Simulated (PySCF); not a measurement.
# Dipole moment and polarisability of `CSc1cccpc1`

Compound: C6H7PS.
Cartesian coordinates in Å at the GFN2-xTB level; atoms count from 1:
```
atom  x, y, z in Å
C1    -2.8861   -0.3389    0.1600
S2    -1.6971    0.3513   -1.0241
C3    -0.1143    0.1261   -0.2567
C4     0.9490    0.6770   -0.9728
C5     2.2569    0.6108   -0.5382
C6     2.6431    0.0002    0.6402
P7     1.5667   -0.7812    1.7456
C8     0.0498   -0.5383    0.9403
H9    -2.7415   -1.4114    0.2572
H10   -3.8650   -0.1385   -0.2646
H11   -2.7898    0.1635    1.1185
H12    0.7217    1.1755   -1.9036
H13    3.0193    1.0659   -1.1577
H14    3.6932    0.0007    0.9032
H15   -0.8103   -0.9547    1.4460
```

Level: CAM-B3LYP/def2-SVPD (PySCF), static field, nuclei fixed, core orbitals frozen in the response. The polarisability tensor in these axes (au):

```
x   151.87   2.62  13.00
y     2.62  84.15 -21.64
z    13.00 -21.64 113.24
```

Give the principal values, the mean and the anisotropy Δα = √{½[(α1 − α2)² + (α2 − α3)² + (α1 − α3)²]}.

Principal values 71.72, 121.47 and 156.07 au; mean 116.42 au = 17.25 Å³ = 19.19 × 10⁻⁴⁰ C²·m²/J; Δα = 73.44 au (63 % of the mean).

What is the dipole moment, and where does it point?

(-0.82, 0.12, -0.18) D, 0.85 D in size, pointing from the negative to the positive side. Measured along this direction, the outermost atoms are H14 at the negative end and H10 at the positive end.

In a dilute gas of rigid molecules at 273 K, how does the orientational term μ²/3kT compare with the electronic polarisability?

In Gaussian units μ²/3kT = 6.33 Å³ against 17.25 Å³, a ratio of 0.37; the Debye molar polarisation (4π/3)N_A(α + μ²/3kT) is 59.5 cm³/mol, leaving out the vibrational part.

Refractivity n − 1 of an ideal gas of it at 400 K and 1 atm, from the electronic α?

N = p/kT = 1.8347 × 10¹⁹ cm⁻³, so n − 1 = 2π × N × 17.25 × 10⁻²⁴ cm³ = 1989 × 10⁻⁶ at long wavelengths.

Give the eigenvalues of the traceless quadrupole moment Θ = ½Σq(3rr − r²1), origin at the centre of nuclear charge.

-9.30, -6.89, 16.19 D·Å. The values depend on the origin, since the dipole doesn't vanish. The electronic extent ⟨r²⟩ about the same centre is 1471 bohr², a root-mean-square distance of 2.36 Å for the 74 electrons.

One conformer (not necessarily the lowest) at the GFN2-xTB geometry, without solvent, vibrations or thermal averaging.

These values come from a run that also computed excited states. Rough CPU time on one thread of a shared machine: about 1.9 min.
